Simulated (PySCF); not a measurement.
## Relaxation of quintet [Sc2F]+

All numbers come from UPBE0/[F def2-SVP, Sc def2-SVP], no relativity, density fitting, PySCF. A (50,194) grid was used.

A hand-made bent start, of C2v symmetry, held to at least that symmetry:

Coordinates in bohr (charge 1 multiplicity 5):
```
F     0.0000    0.0000   -1.8591
Sc    3.2161    0.0000    0.3928
Sc   -3.2161    0.0000    0.3928
```

Optimiser trace:
```json
{"step": "0", "E − E(last) (kJ/mol)": "38.13", "largest gradient (Eh/bohr)": "0.02644"}
{"step": "1", "E − E(last) (kJ/mol)": "29.75", "largest gradient (Eh/bohr)": "0.01784"}
{"step": "2", "E − E(last) (kJ/mol)": "20.41", "largest gradient (Eh/bohr)": "0.01022"}
{"step": "3", "E − E(last) (kJ/mol)": "17.19", "largest gradient (Eh/bohr)": "0.01170"}
{"step": "4", "E − E(last) (kJ/mol)": "5.30", "largest gradient (Eh/bohr)": "0.00332"}
{"step": "5", "E − E(last) (kJ/mol)": "3.67", "largest gradient (Eh/bohr)": "0.00477"}
{"step": "6", "E − E(last) (kJ/mol)": "2.93", "largest gradient (Eh/bohr)": "0.00639"}
{"step": "7", "E − E(last) (kJ/mol)": "2.17", "largest gradient (Eh/bohr)": "0.00628"}
{"step": "8", "E − E(last) (kJ/mol)": "0.55", "largest gradient (Eh/bohr)": "0.00251"}
{"step": "9", "E − E(last) (kJ/mol)": "0.14", "largest gradient (Eh/bohr)": "0.00079"}
{"step": "10", "E − E(last) (kJ/mol)": "0.02", "largest gradient (Eh/bohr)": "0.00077"}
{"step": "11", "E − E(last) (kJ/mol)": "0.00", "largest gradient (Eh/bohr)": "0.00034"}
{"step": "12", "E − E(last) (kJ/mol)": "0.00", "largest gradient (Eh/bohr)": "0.00001"}
```

It ends at D∞h with F–Sc 2.001 Å (×2); Sc–F–Sc 180.0° (after a last refinement on a finer grid). A frequency run shows a minimum.

Open d and f shells are described by one determinant, and the ground state may have another occupation or spin.

The relaxation took roughly 70 core-seconds on a shared host.
